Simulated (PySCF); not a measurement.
C5H10O, SMILES C=CCCCO.

Geometry optimised at B3LYP-D3(BJ)/def2-SVP. One conformer was computed; it need not be the lowest.

The numbers are results of TDA-B3LYP/def2-SVPD (PySCF), not measurements.

Vertical excitations. The molecule is in vacuum.

Problem. List the lowest excited states. (The exact figures need the calculation; the answer reports its results.)

Solution. 
```csv
state,energy (eV),λ (nm),f,main pairs
S1,6.53,190,0.013,"HOMO→LUMO+1 61 %, HOMO→LUMO 31 %"
S2,6.68,186,0.001,"HOMO−1→LUMO+1 56 %, HOMO−1→LUMO 38 %"
S3,7.03,176,0.009,"HOMO−1→LUMO 53 %, HOMO−1→LUMO+1 35 %"
S4,7.11,174,0.049,HOMO→LUMO+2 79 %
S5,7.32,169,0.075,"HOMO→LUMO+3 79 %, HOMO→LUMO 14 %"
S6,7.58,163,0.086,HOMO→LUMO+4 74 %
T1,4.39,282,0,"HOMO→LUMO 71 %, HOMO→LUMO+1 23 %"
T2,6.39,194,0,"HOMO−1→LUMO+1 57 %, HOMO−1→LUMO 27 %"
```
Triplets are in the Tamm–Dancoff approximation.
